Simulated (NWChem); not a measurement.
System: BHSF$_{2}$; SMILES FB(F)S

NWChem input:

```
start job
memory heap 200 mb stack 900 mb global 1100 mb
geometry units angstroms noautoz
  B      0.009338    -0.473922     0.000000
  F      1.138358    -1.162611     0.000000
  F     -1.140551    -1.130903     0.000000
  S      0.087569     1.339934     0.000000
  H     -1.247301     1.533527     0.000000
end
basis spherical
  B library def2-svp
  F library def2-svp
  S library def2-svp
  H library def2-svp
end
dft
  xc m06-2x
  iterations 150
  mulliken
end
task dft energy
```

The geometry was optimised at B3LYP/6-31G* (spherical d).

Task: What results follow from this input? (M06-2X/def2-SVP.) Quantities: energy (Ha); highest occupied level (eV); orbital gap (eV); dipole (D).

Result: The energy (Ha) comes out as -623.09 and the highest occupied level (eV) is -9.44. The orbital gap (eV) comes out as 10.79 and the dipole (D) is 1.32.
